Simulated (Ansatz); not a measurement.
Ansatz (an electronic-structure program) input (B3LYP-D3(BJ)/def2-TZVP):

Ansatz 0.2 input:
```yaml
crystal:
  periodic: [false, false, false]
  atoms:
    - {symbol: Ti, position_ang: [0.01096651, -0.01805658, 0.00684846]}
    - {symbol: I, position_ang: [2.15235055, -0.63255186, -1.51636257]}
    - {symbol: I, position_ang: [0.81349276, 0.44728003, 2.54116767]}
    - {symbol: I, position_ang: [-1.18871117, 2.19026533, -0.97669365]}
    - {symbol: I, position_ang: [-1.73323994, -2.07723304, -0.02065446]}
basis:
  gaussian:
    orbitals: def2-TZVP
hamiltonian:
  xc: b3lyp
  dispersion: d3bj
total_charge: -1
magnetization: {spin_polarized: true, initial_magnetization: 1}
relax: {f_tol: 0.002, max_steps: 150}
```

End of the output:

```
integrals: 0.54 GiB planned
2381 factors; integrals over basis functions are off by at most 3.7e-4 eV
mean field: 3.62 GiB planned
mean field -55539.75661890 eV, -2041.0484095456 hartree, gradient 9.4e-6 eV, S^2 0.757734; 0 other end points of the search recorded, 0 dependent functions left out
the calculation of the forces begins
reference -55539.75689234 eV, -2041.0484195941 hartree; 62, 61 occupied and 183, 184 virtual orbitals, 2381 factors
relax step   3: F+E_penalty+E_count = -55540.47739346 eV  Δ(F+E_penalty+E_count) = -7.326e-4 eV  max|allowed force component| = 4.053e-3 eV/Å  Δτ_max = 0.0088 Å  (54 SCF iters, accepted)
these checks for a lower state are left out or cut short: starts, cluster_reference, orbital_swaps, neighbouring_geometries, increment
integrals: 0.54 GiB planned
2381 factors; integrals over basis functions are off by at most 3.7e-4 eV
mean field: 3.62 GiB planned
mean field -55539.75639109 eV, -2041.0484011736 hartree, gradient 1.8e-6 eV, S^2 0.757724; 0 other end points of the search recorded, 0 dependent functions left out
the calculation of the forces begins
reference -55539.75666450 eV, -2041.0484112211 hartree; 62, 61 occupied and 183, 184 virtual orbitals, 2381 factors
relax step   4: F+E_penalty+E_count = -55540.47739921 eV  Δ(F+E_penalty+E_count) = -5.750e-6 eV  max|allowed force component| = 4.977e-5 eV/Å  Δτ_max = 0.0011 Å  (55 SCF iters, accepted)
integrals: 0.54 GiB planned
2381 factors; integrals over basis functions are off by at most 3.7e-4 eV
mean field: 3.62 GiB planned
mean field evaluation 96: about -55539.2084 eV, gradient 1.1e1 eV
mean field evaluation 128: about -55539.7530 eV, gradient 6.6e-2 eV
mean field -55539.75639109 eV, -2041.0484011736 hartree, gradient 1.8e-6 eV, S^2 0.757724; 7 other end points of the search recorded, 0 dependent functions left out
the calculation of the forces begins
reference -55539.75666450 eV, -2041.0484112211 hartree; 62, 61 occupied and 183, 184 virtual orbitals, 2381 factors
Total energy: -55540.47767261 eV, -2041.0749077806 hartree
Atom 0 at     0.010972    -0.018059     0.006860 Å, force     0.000001     0.000000     0.000004 eV/Å
Atom 1 at     2.160626    -0.616425    -1.439690 Å, force     0.000025     0.000008     0.000050 eV/Å
Atom 2 at     0.865539     0.428110     2.485209 Å, force     0.000050    -0.000012    -0.000026 eV/Å
Atom 3 at    -1.227767     2.122043    -0.971429 Å, force    -0.000042    -0.000037    -0.000005 eV/Å
Atom 4 at    -1.754511    -2.005965    -0.046645 Å, force    -0.000033     0.000040    -0.000022 eV/Å
Dipole moment:     0.000000    -0.000000    -0.000001 e Å
```

The spin state was set by rule; other spins were not relaxed.
